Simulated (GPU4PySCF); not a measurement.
DNBDT (C26H14S2), SMILES c1c2c3c(cc4c(sc5cc6c(cc54)cccc6)c3)sc2cc2c1cccc2.

Geometry: ωB97X-D3(BJ)/def2-SVP.

Two levels are set side by side: PBE/def2-SVP (GPU4PySCF) and M06-2X/def2-SVP (GPU4PySCF). Same geometry, gas phase. Differences are taken from unrounded values.

```tsv
quantity	PBE
orbital gap (eV)	2.23
highest occupied level (eV)	-4.86
lowest empty level (eV)	-2.63
mean polarisability (bohr³)	408.1
```

### Question
These are the PBE values. What does M06-2X give? (An estimate is asked for; the answer gives what the named calculation found.)

### Answer

```json
[
 {"quantity": "orbital gap (eV)", "M06-2X": "5.28", "PBE minus M06-2X": "-3.05"},
 {"quantity": "highest occupied level (eV)", "M06-2X": "-6.62", "PBE minus M06-2X": "1.76"},
 {"quantity": "lowest empty level (eV)", "M06-2X": "-1.34", "PBE minus M06-2X": "-1.29"},
 {"quantity": "mean polarisability (bohr³)", "M06-2X": "369.6", "PBE minus M06-2X": "38.6"}
]
```

Without exact exchange PBE keeps part of each electron's self-repulsion, which lifts occupied levels and narrows the gap. PBE's more diffuse valence density responds more strongly to a field. Differences between two approximate levels are no errors against the true value.
